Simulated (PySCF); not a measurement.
# Bi⁴²⁺: ionisation energy

Bi⁴²⁺ [Kr] 4d5 (6S) → Bi⁴³⁺ [Kr] 4d4 (5D), as a difference of total energies. Computed with PySCF 2.14 in an even-tempered Gaussian basis (18 s from 4.5 bohr⁻², ratio 2.5; 14 p from 5.9 bohr⁻², ratio 2.5; 9 d from 5.9 bohr⁻², ratio 2.5; 4 f from 27 bohr⁻², ratio 2.7; 3 g from 40 bohr⁻², ratio 2.7), with the spin-free X2C one-electron Hamiltonian (Gaussian nucleus). Correlated levels: outer shells: [Ar] 3d10 frozen; virtual orbitals above 40 to 60 times the deepest correlated orbital energy dropped. The calculations carry no spin-orbit coupling.

```json
{"method": "UHF", "ionisation energy (eV)": "2114.5"}
{"method": "LDA", "ionisation energy (eV)": "2114.0"}
{"method": "PBE", "ionisation energy (eV)": "2114.1"}
{"method": "PBE0", "ionisation energy (eV)": "2114.7"}
{"method": "r2SCAN", "ionisation energy (eV)": "2115.3"}
{"method": "MP2 (outer shells)", "ionisation energy (eV)": "2114.5"}
{"method": "SCS-MP2 (outer shells)", "ionisation energy (eV)": "2114.2"}
```

Spin-orbit coupling is strong in these open shells (close to jj coupling). The scalar numbers leave it out and a first-order estimate fails, so it can dominate the gap to the real levels.

Breit and QED terms and the two-electron picture change are absent.

For comparison: 2090 ± 4 eV (theoretical estimate listed by NIST; NIST Atomic Spectra Database, ionization energies).
